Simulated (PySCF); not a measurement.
Al(H)(Cl)(NH2) (AlClH₃N), SMILES [NH2][AlH][Cl]. The structure is a stationary point at PBE0-D3(BJ)/def2-TZVP. Other conformers were not sampled.

Q: Give the equilibrium geometry at PBE0-D3(BJ)/def2-TZVP (PySCF confirms it by a frequency run) as a Z-matrix, and its point group. (Estimate from the structure and the level; the computed values follow.)

A: This is not unique; one that fits is point group Cs.
```
Al
N 1 1.7560
H 2 1.0070 1 124.94
H 2 1.0071 3 110.70 1 180.00
H 1 1.5702 2 121.89 3 180.00
Cl 1 2.0985 5 120.63 2 180.00
```
Charge 0, spin multiplicity 1.
